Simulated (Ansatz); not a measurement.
A nudged elastic band was laid between two geometries of Cl3FSi + H4Si (10 atoms, charge 0, multiplicity 1).

The calculation used RKS B3LYP-D4/cc-pVDZ (Ansatz).

```yaml
movable_images: 7
climbing_image: yes
spring: 5.0 eV/Å²
optimiser: quadratic models (default)
start_path: through a guess of the saddle point
force_threshold: 0.03 eV/Å
iteration_limit: 60
end_points: relaxed
```

Image 0:

```xyz
10
Properties=species:S:1:pos:R:3
Si 0.738 -0.074 -0.330
F 0.924 0.120 1.276
Cl 2.585 0.072 -1.211
Cl -0.504 1.408 -1.018
Cl -0.080 -1.924 -0.668
Si -3.154 0.080 1.456
H -3.245 -0.527 0.094
H -4.080 -0.640 2.384
H -3.540 1.522 1.387
H -1.755 -0.036 1.962
```

Image 8:

```xyz
10
Properties=species:S:1:pos:R:3
Si -0.584 -0.046 -0.480
F -0.400 -0.333 2.634
Cl 0.919 1.385 -0.321
Cl -1.026 -0.284 -2.506
Cl 0.267 -1.897 0.123
Si -2.522 0.487 0.758
H -3.514 0.994 -0.240
H -3.030 -0.766 1.385
H -2.206 1.541 1.759
H -0.016 -1.081 2.220
```

Q: What changes between the two ends?

A: Bonds broken: Si1–F2, Si6–H10. Bonds formed: Si1–Si6, F2–H10. Cl3FSi + H4Si becomes Cl3H3Si2 + FH.

Q: What energy profile does the band end with?

A: The forces met the threshold. The highest image is number 4 of 0 to 8, 65.9 kcal/mol above the first end and 42.8 kcal/mol above the last; the last end lies 23.0 kcal/mol above the first. Neighbouring images differ by up to 2.0 eV, so the band resolves the path poorly. A vibrational analysis at the climbing image gives one clearly imaginary mode, 1126i cm⁻¹: a first-order saddle point. The orbitals stay closed-shell, which can raise the energy where a bond breaks towards radicals; this wasn't checked here.

```json
{"image": "0", "path coordinate (Å)": "0.00", "energy (kcal/mol)": "0.0", "Si1–F2 (Å)": "1.63", "Si6–H10 (Å)": "1.49", "Si1–Si6 (Å)": "4.29"}
{"image": "1", "path coordinate (Å)": "1.31", "energy (kcal/mol)": "0.3", "Si1–F2 (Å)": "1.63", "Si6–H10 (Å)": "1.49", "Si1–Si6 (Å)": "4.48"}
{"image": "2", "path coordinate (Å)": "2.62", "energy (kcal/mol)": "1.7", "Si1–F2 (Å)": "1.63", "Si6–H10 (Å)": "1.49", "Si1–Si6 (Å)": "4.27"}
{"image": "3", "path coordinate (Å)": "3.93", "energy (kcal/mol)": "20.5", "Si1–F2 (Å)": "1.65", "Si6–H10 (Å)": "1.48", "Si1–Si6 (Å)": "3.54"}
{"image": "4", "path coordinate (Å)": "5.24", "energy (kcal/mol)": "65.9", "Si1–F2 (Å)": "1.93", "Si6–H10 (Å)": "1.80", "Si1–Si6 (Å)": "2.68"}
{"image": "5", "path coordinate (Å)": "6.49", "energy (kcal/mol)": "31.6", "Si1–F2 (Å)": "2.67", "Si6–H10 (Å)": "2.39", "Si1–Si6 (Å)": "2.37"}
{"image": "6", "path coordinate (Å)": "7.74", "energy (kcal/mol)": "26.4", "Si1–F2 (Å)": "3.07", "Si6–H10 (Å)": "3.28", "Si1–Si6 (Å)": "2.35"}
{"image": "7", "path coordinate (Å)": "9.00", "energy (kcal/mol)": "24.2", "Si1–F2 (Å)": "3.09", "Si6–H10 (Å)": "3.40", "Si1–Si6 (Å)": "2.36"}
{"image": "8", "path coordinate (Å)": "10.25", "energy (kcal/mol)": "23.0", "Si1–F2 (Å)": "3.13", "Si6–H10 (Å)": "3.30", "Si1–Si6 (Å)": "2.36"}
```

Q: What is the geometry of the highest image?

A: 
```xyz
10
Properties=species:S:1:pos:R:3
Si -0.204 -0.175 -0.088
F 0.125 -0.946 1.646
Cl 1.417 1.093 0.163
Cl -1.200 0.831 -1.693
Cl 0.137 -2.015 -0.980
Si -2.547 0.323 1.114
H -3.435 -0.391 0.162
H -2.876 -0.071 2.525
H -2.561 1.802 0.978
H -0.969 -0.451 1.505
```

The run took 11 min on 4 threads of Arm Neoverse V1 (shared host), peak memory 0.4 GiB.
